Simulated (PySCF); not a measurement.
# C₆ coefficients of unlike pairs at M06

Calculated with PySCF 2.14 from the dipole response of each species, C₆(A,B) = (3/π) ∫ α_A(iu) α_B(iu) du, in atomic units, from isotropic polarisabilities. For ions this is the dispersion term alone; charge-induced terms of lower order in 1/R come first.

```json
{"species": "Os", "configuration": "[Xe] 4f14 5d6 6s2 (5D)", "basis": "x2c-TZVPPall with one added diffuse shell each of s, p, d, f type (12s8p8d4f1g)", "relativity": "spin-free X2C", "α (bohr³)": "47.27", "C₆ (like pair)": "494.4"}
{"species": "K⁺", "configuration": "[Ar] (1S)", "basis": "dyall-acv3z (25s18p7d3f)", "relativity": "spin-free X2C", "α (bohr³)": "5.553", "C₆ (like pair)": "23.42"}
{"species": "Ru²⁺", "configuration": "[Kr] 4d6 (5D)", "basis": "aug-cc-pVTZ-PP with one added diffuse shell each of s, p, d, f, g type with ECP28MDF (7s7p6d4f3g)", "relativity": "core potential", "α (bohr³)": "8.167", "C₆ (like pair)": "43.24"}
```

(1) Estimate C₆ for Ru²⁺ with Os.

No spin-orbit coupling is included.

The other pairs:

| pair | C₆ |
| --- | --- |
| Ru²⁺, K⁺ | 31.77 |
| K⁺, Os | 96.24 |

## Answers

(1) The integral gives 133.1. The combination rule 2 C_A C_B / (C_A α_B/α_A + C_B α_A/α_B) gives 127.4 and the geometric mean 146.2.
